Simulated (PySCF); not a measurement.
## Dipole response of Pd+ (palladium, charge +1)

[Kr] 4d9, 2D determinant. Calculation: PySCF 2.14, in x2c-QZVPPall with one added diffuse shell each of s, p, d, f, g type (14s9p8d5f3g, 143 functions); the spin-free X2C one-electron Hamiltonian (Gaussian nucleus). Coupled (time-dependent) response in atomic units; α is the mean over directions.

```json
{"method": "UHF", "mean α (bohr³)": "10.16", "α xx, yy, zz": "9.867, 9.867, 10.73", "C₆ (like pair)": "61.01", "S(−4)": "32.73"}
```

S(−4) is the Cauchy moment in α(ω) = α(0) + S(−4) ω² + …

Spin-orbit coupling is absent.

α(iu) at UHF:

| u (hartree) | α(iu) (bohr³) |
| --- | --- |
| 0 | 10.16 |
| 0.0500 | 10.08 |
| 0.100 | 9.847 |
| 0.200 | 9.091 |
| 0.300 | 8.191 |
| 0.500 | 6.576 |
| 0.750 | 5.111 |
| 1.00 | 4.084 |
| 1.50 | 2.772 |
| 2.00 | 1.992 |
| 3.00 | 1.156 |
| 5.00 | 0.5244 |

A single London oscillator, α(iu) = α/(1 + u²/ω²), gives C₆ = (3/4) ω α². Matching the computed C₆ needs ω = 4 × 61.01 / (3 × 10.16²) = 0.788 hartree.

For an ion, C₆ is the dispersion term alone; charge-induced terms of lower order in 1/R come first.

The components differ because the open shell of this determinant is not spherical; for a pure term their mean is the scalar polarisability.
